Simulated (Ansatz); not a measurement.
Mulliken charges of CH3BrOSi, SMILES `Br[SiH]1CO1` from PBE/def2-TZVPP in Ansatz (PBE0-D4/def2-TZVP geometry).

| atom | x (Å) | y (Å) | z (Å) | charge (e) |
| --- | --- | --- | --- | --- |
| Br1 | -2.620 | 0.094 | -0.291 | -0.163 |
| Si2 | -0.455 | 0.214 | -0.620 | 0.433 |
| C3 | 0.727 | -0.091 | 0.697 | -0.110 |
| O4 | 0.446 | -1.133 | -0.331 | -0.323 |
| H5 | -0.187 | 0.971 | -1.854 | -0.043 |
| H6 | 1.755 | 0.263 | 0.664 | 0.103 |
| H7 | 0.395 | -0.386 | 1.690 | 0.102 |

By hand: the dipole of these point charges (1 e Å = 4.8032 D).

Σ q r = (0.235, 0.399, 0.130) e Å, of length 0.481 e Å = 2.31 D.

How does the dipole of the full density compare? (An estimate is asked.)

Computed: (0.068, 0.308, 0.041) e Å, 1.53 D; the point charges give 1.51 times that, at 20° from its direction.

Point charges leave out the atoms' own dipoles, such as those of lone pairs, and Mulliken's split depends on the basis, so the two needn't agree.
